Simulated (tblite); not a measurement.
Record of a relaxation.

C6H6F2N (doublet state).
Atom-mapped SMILES: `[F:1][CH:2]([F:3])[C:4]1=[N:5][C@@H:6]1[C:7]1[CH2:8][CH2:9]1` (hydrogens: H10 on C2; H11 on C6; H12, H13 on C8; H14, H15 on C9)
Bond orders are those of one Lewis drawing.

Computed with GFN2-xTB (tblite), gas phase: L-BFGS steps from a force-field or distance-geometry start until the largest atomic force falls under 0.01 eV/Å. 7 of its 137 geometries are shown.

Step 0: E = -763.8718 eV, largest atomic force 3.020 eV/Å
```
atom  x, y, z in Å  |  force x, y, z in eV/Å
F1      3.275   -1.055    0.805   -0.577   0.509  -1.295
C2      2.636   -0.456   -0.287   -0.205  -0.039   0.719
F3      2.485   -1.403   -1.264   -0.018   0.573   0.815
C4      1.360    0.191    0.129   -1.623  -0.263   1.790
N5      0.517    0.462    1.087    2.432  -0.967  -0.720
C6      0.140    0.955   -0.211    0.226   0.353  -2.991
C7     -0.991    0.332   -0.966   -0.156   0.005   2.820
C8     -1.728   -0.853   -0.421   -0.166  -0.400  -0.619
C9     -2.333    0.521   -0.297    0.272   0.732  -0.694
H10     3.277    0.354   -0.697    0.198  -0.333   0.173
H11     0.349    2.005   -0.497   -0.434  -0.321   0.451
H12    -1.448   -1.337    0.532    0.156   0.208  -0.752
H13    -2.154   -1.554   -1.171    0.267   0.565   0.688
H14    -3.103    0.874   -0.996   -0.029  -0.423   0.802
H15    -2.285    0.973    0.727   -0.344  -0.199  -1.185
```

Step 23: E = -764.6027 eV, largest atomic force 0.183 eV/Å
```
atom  x, y, z in Å  |  force x, y, z in eV/Å
F1      3.245   -1.133    0.693    0.016  -0.043   0.036
C2      2.657   -0.469   -0.328    0.122  -0.054  -0.015
F3      2.451   -1.375   -1.306   -0.107  -0.020  -0.111
C4      1.426    0.203    0.109   -0.109  -0.031   0.139
N5      0.842    0.558    1.155   -0.019   0.045   0.089
C6      0.225    0.980   -0.218   -0.126  -0.024  -0.024
C7     -0.989    0.380   -0.658   -0.085  -0.013   0.113
C8     -1.750   -0.833   -0.351    0.025  -0.061  -0.037
C9     -2.418    0.527   -0.344    0.016   0.095  -0.085
H10     3.374    0.280   -0.700    0.141   0.079  -0.085
H11     0.366    2.033   -0.444   -0.053   0.006   0.003
H12    -1.578   -1.362    0.578    0.022   0.011   0.022
H13    -2.030   -1.483   -1.168    0.099  -0.092  -0.002
H14    -3.112    0.734   -1.146   -0.020   0.040  -0.004
H15    -2.714    0.968    0.602    0.078   0.063  -0.040
```

Step 45: E = -764.6638 eV, largest atomic force 0.063 eV/Å
```
atom  x, y, z in Å  |  force x, y, z in eV/Å
F1      3.162   -1.339    0.440   -0.008   0.005  -0.054
C2      2.598   -0.451   -0.412   -0.006  -0.009  -0.006
F3      2.130   -1.159   -1.469    0.043  -0.011   0.007
C4      1.505    0.312    0.221    0.046  -0.010  -0.018
N5      1.023    0.682    1.311   -0.057  -0.025  -0.007
C6      0.242    1.016   -0.039    0.009   0.007  -0.002
C7     -0.931    0.336   -0.392   -0.037   0.028   0.022
C8     -1.736   -0.867   -0.218    0.030  -0.031   0.006
C9     -2.381    0.482   -0.485    0.022  -0.009  -0.032
H10     3.395    0.222   -0.784   -0.018  -0.017   0.034
H11     0.304    2.066   -0.305   -0.007   0.020   0.022
H12    -1.832   -1.324    0.760    0.025   0.032   0.016
H13    -1.750   -1.595   -1.022    0.012   0.000   0.025
H14    -2.831    0.647   -1.456   -0.032   0.009   0.030
H15    -2.902    0.981    0.324   -0.023   0.011  -0.045
```

Step 68: E = -764.6815 eV, largest atomic force 0.043 eV/Å
```
atom  x, y, z in Å  |  force x, y, z in eV/Å
F1      3.013   -1.484    0.234   -0.007  -0.014  -0.015
C2      2.537   -0.446   -0.495    0.000   0.012  -0.013
F3      2.014   -0.973   -1.629    0.001  -0.012  -0.001
C4      1.523    0.337    0.229   -0.010   0.019   0.005
N5      1.034    0.620    1.350    0.008   0.001  -0.011
C6      0.242    1.072    0.107    0.004  -0.008  -0.012
C7     -0.917    0.369   -0.260   -0.004   0.019  -0.018
C8     -1.695   -0.850   -0.092   -0.008   0.009   0.003
C9     -2.331    0.433   -0.603   -0.011   0.019   0.023
H10     3.397    0.185   -0.787    0.030   0.002   0.031
H11     0.290    2.135   -0.106   -0.020  -0.004  -0.007
H12    -1.930   -1.189    0.910   -0.004  -0.023   0.007
H13    -1.551   -1.666   -0.790   -0.011   0.001  -0.002
H14    -2.627    0.485   -1.645    0.035  -0.012   0.022
H15    -3.002    0.981    0.050   -0.002  -0.008  -0.013
```

Step 91: E = -764.6993 eV, largest atomic force 0.072 eV/Å
```
atom  x, y, z in Å  |  force x, y, z in eV/Å
F1      2.684   -1.670    0.033   -0.028   0.041  -0.038
C2      2.525   -0.452   -0.549    0.008  -0.042   0.016
F3      2.171   -0.691   -1.837   -0.009   0.025   0.054
C4      1.532    0.381    0.144    0.022   0.002  -0.011
N5      1.165    0.783    1.279    0.000  -0.041   0.059
C6      0.229    1.094    0.108    0.005   0.042   0.020
C7     -0.987    0.401    0.009   -0.051   0.007  -0.010
C8     -1.709   -0.863    0.029   -0.031   0.027  -0.004
C9     -2.316    0.389   -0.589    0.050  -0.002  -0.029
H10     3.508    0.053   -0.548    0.007  -0.040  -0.026
H11     0.240    2.133   -0.203   -0.020   0.030  -0.059
H12    -2.119   -1.220    0.966    0.039   0.005  -0.025
H13    -1.391   -1.668   -0.625   -0.006   0.016   0.015
H14    -2.408    0.449   -1.669    0.001  -0.014   0.026
H15    -3.128    0.889   -0.074    0.013  -0.057   0.011
```

Step 113: E = -764.7173 eV, largest atomic force 0.059 eV/Å
```
atom  x, y, z in Å  |  force x, y, z in eV/Å
F1      2.196   -1.770   -0.282   -0.003   0.028   0.017
C2      2.413   -0.466   -0.590    0.000   0.046  -0.037
F3      2.226   -0.364   -1.931   -0.019  -0.017  -0.017
C4      1.511    0.441    0.137    0.052  -0.011  -0.014
N5      1.203    0.870    1.280   -0.042   0.010   0.036
C6      0.220    1.178    0.153    0.000  -0.017   0.009
C7     -0.995    0.468    0.119   -0.020   0.019  -0.015
C8     -1.618   -0.850    0.133    0.015   0.030  -0.001
C9     -2.236    0.309   -0.631    0.017  -0.010  -0.029
H10     3.470   -0.226   -0.378   -0.009  -0.048   0.031
H11     0.218    2.207   -0.192    0.002  -0.020  -0.007
H12    -2.114   -1.181    1.036    0.016   0.001   0.007
H13    -1.160   -1.667   -0.414    0.008  -0.001  -0.016
H14    -2.191    0.306   -1.715   -0.010   0.008   0.009
H15    -3.147    0.753   -0.252   -0.005  -0.018   0.028
```

Step 136: E = -764.7266 eV, largest atomic force 0.008 eV/Å
```
atom  x, y, z in Å  |  force x, y, z in eV/Å
F1      1.944   -1.758   -0.298    0.001   0.001  -0.001
C2      2.369   -0.492   -0.554   -0.003  -0.002   0.001
F3      2.322   -0.353   -1.904    0.003   0.005   0.005
C4      1.517    0.505    0.114   -0.001  -0.003  -0.003
N5      1.198    0.962    1.246    0.000   0.000   0.003
C6      0.220    1.231    0.102    0.002  -0.001  -0.005
C7     -0.976    0.492    0.088    0.002   0.001  -0.002
C8     -1.533   -0.855    0.095   -0.002   0.001   0.003
C9     -2.246    0.295   -0.598   -0.001   0.003  -0.002
H10     3.421   -0.410   -0.235    0.000   0.000  -0.003
H11     0.204    2.251   -0.265    0.003   0.003   0.000
H12    -1.961   -1.240    1.012   -0.002  -0.001   0.005
H13    -1.062   -1.628   -0.502   -0.002  -0.002  -0.003
H14    -2.272    0.328   -1.682    0.001  -0.001   0.001
H15    -3.150    0.680   -0.145    0.000  -0.004   0.001
```

Question: Summarise the path.

Answer: The energy falls by 82.47 kJ/mol from step 0 to step 136; nine tenths of that is first reached at step 35. It rises by more than 0.2 meV at steps 109 and 118. The largest force goes from 3.020 to 0.008 eV/Å. Among the bonds N5–C6 changes most, from 1.439 to 1.529 Å; the atoms move by 0.964 Å rms after alignment.

Question: Follow the three bonds and two angles with the largest change from start to end.

Answer: 
| step | E above end (kJ/mol) | largest force (eV/Å) | N5–C6 (Å) | C6–C7 (Å) | C7–C9 (Å) | C6–C7–C9 (°) | C6–C7–C8 (°) |
| --- | --- | --- | --- | --- | --- | --- | --- |
| 0 | 82.47 | 3.020 | 1.439 | 1.495 | 1.512 | 113.3 | 121.2 |
| 6 | 22.26 | 0.351 | 1.565 | 1.434 | 1.474 | 124.7 | 130.5 |
| 12 | 16.88 | 0.238 | 1.560 | 1.429 | 1.468 | 127.8 | 130.6 |
| 18 | 14.43 | 0.222 | 1.567 | 1.429 | 1.467 | 131.5 | 133.1 |
| 24 | 11.46 | 0.175 | 1.565 | 1.424 | 1.470 | 136.7 | 137.4 |
| 30 | 9.61 | 0.112 | 1.590 | 1.407 | 1.464 | 142.2 | 141.3 |
| 35 | 8.08 | 0.179 | 1.569 | 1.413 | 1.466 | 141.4 | 143.0 |
| 41 | 6.63 | 0.138 | 1.588 | 1.404 | 1.460 | 143.2 | 146.1 |
| 47 | 5.95 | 0.070 | 1.594 | 1.401 | 1.458 | 143.3 | 146.6 |
| 53 | 5.28 | 0.092 | 1.563 | 1.405 | 1.460 | 145.1 | 146.6 |
| 59 | 4.59 | 0.082 | 1.551 | 1.404 | 1.455 | 147.0 | 145.5 |
| 65 | 4.41 | 0.032 | 1.545 | 1.404 | 1.457 | 147.4 | 145.6 |
| 71 | 4.25 | 0.046 | 1.539 | 1.405 | 1.457 | 147.2 | 146.7 |
| 77 | 3.97 | 0.054 | 1.533 | 1.403 | 1.456 | 147.5 | 148.3 |
| 83 | 3.58 | 0.097 | 1.531 | 1.403 | 1.455 | 147.1 | 149.8 |
| 89 | 2.88 | 0.109 | 1.531 | 1.403 | 1.457 | 145.7 | 150.1 |
| 95 | 2.27 | 0.049 | 1.531 | 1.404 | 1.456 | 145.9 | 148.7 |
| 101 | 1.84 | 0.067 | 1.531 | 1.406 | 1.457 | 144.8 | 146.8 |
| 106 | 1.61 | 0.060 | 1.528 | 1.408 | 1.457 | 145.0 | 146.3 |
| 112 | 1.00 | 0.160 | 1.528 | 1.409 | 1.458 | 143.0 | 145.5 |
| 118 | 0.53 | 0.237 | 1.525 | 1.409 | 1.458 | 142.5 | 142.7 |
| 124 | 0.22 | 0.045 | 1.528 | 1.409 | 1.458 | 142.6 | 142.5 |
| 130 | 0.08 | 0.053 | 1.529 | 1.407 | 1.457 | 143.7 | 143.7 |
| 136 | 0.00 | 0.008 | 1.529 | 1.406 | 1.457 | 144.8 | 144.2 |

The cost below is that of the whole relaxation. On one thread, Arm Neoverse V2 (aarch64), shared host with 96 logical CPUs at a one-minute load of 74, this took 0.71 s wall.
